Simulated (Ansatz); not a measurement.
Input for Ansatz (a quantum-chemistry and plane-wave program): R-CCSD(T)/aug-cc-pV(D+d)Z on HCl (SMILES Cl). Files ending in .json are basis or fitting sets from the Basis Set Exchange.

Ansatz 0.2 input:
```yaml
crystal:
  periodic: [false, false, false]
  atoms:
    - {symbol: Cl, position_ang: [-0.41272735, -0.34685482, -0.48214466]}
    - {symbol: H, position_ang: [-0.29103565, -0.24310584, 0.79109653]}
basis:
  gaussian:
    orbitals: aug-cc-pV_D+d_Z.json
magnetization: {spin_polarized: false}
correlation: {method: ccsd_t, electrons: outside_noble_gas}
scf: {lower_state_search: off}
```

Output:

```
WARN ansatz: RAYON_NUM_THREADS=2 ignored (pool sized by the plan → 2); use --threads N
Functional definition: HF
these checks for a lower state are left out or cut short: stability, starts, cluster_reference, orbital_swaps, neighbouring_geometries, increment
integrals: 0.01 GiB planned
387 factors; integrals over basis functions are off by at most 3.5e-4 eV
mean field: 0.06 GiB planned
mean field evaluation 1: about -12519.4140 eV, gradient 1.0e1 eV
mean field evaluation 2: about -12519.4142 eV, gradient 1.0e1 eV
mean field evaluation 4: about -12519.8072 eV, gradient 1.1e0 eV
mean field evaluation 8: about -12519.8141 eV, gradient 1.5e-5 eV
mean field -12519.81410212 eV, -460.0946820182 hartree, gradient 7.1e-7 eV, S^2 0.000000; 0 other end points of the search recorded, 0 dependent functions left out
5 core orbitals not correlated
reference -12519.81410212 eV, -460.0946820182 hartree; 4, 4 occupied and 32, 32 virtual orbitals, 387 factors
second order -4.42333838 eV of doubles, -0.00000000 eV of singles
coupled cluster: 0.06 GiB planned
cycle   1  -4.80162419 eV  change   -3.8e-1 eV  update   3.8e-2
cycle   2  -4.90609019 eV  change   -1.0e-1 eV  update   1.2e-2
cycle   3  -4.91433452 eV  change   -8.2e-3 eV  update   2.8e-3
cycle   4  -4.91411162 eV  change    2.2e-4 eV  update   6.3e-4
cycle   5  -4.91388722 eV  change    2.2e-4 eV  update   1.3e-4
cycle   6  -4.91387314 eV  change    1.4e-5 eV  update   3.3e-5
cycle   7  -4.91387757 eV  change   -4.4e-6 eV  update   9.6e-6
perturbative correction -0.12045064 eV, -0.0044264794 hartree
Total energy: -12524.84843034 eV, -460.2796901676 hartree
Checks for a lower state left out: stability, starts, cluster_reference, orbital_swaps, neighbouring_geometries, increment
```

Self-consistency was reached.

Cost: roughly 0.5 core-seconds.
